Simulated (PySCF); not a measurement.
## Correlation energy of Co (cobalt, neutral)

[Ar] 3d7 4s2, high-spin 4F determinant. Calculation: PySCF 2.14, in def2-QZVPPD; the non-relativistic Hamiltonian (point nucleus). Frozen: [Ar]; 9 electrons correlated.

| level | correlation energy (mhartree) |
| --- | --- |
| CCSD | -260.12 |
| (T) | -9.55 |
| CCSD(T) | -269.67 |

Diagnostics: T1 = 0.023, D1 = 0.0695, largest double amplitude 0.063.

Q: Is a single reference adequate?

A: Yes: T1 lies below 0.03 and no double amplitude reaches 0.07.
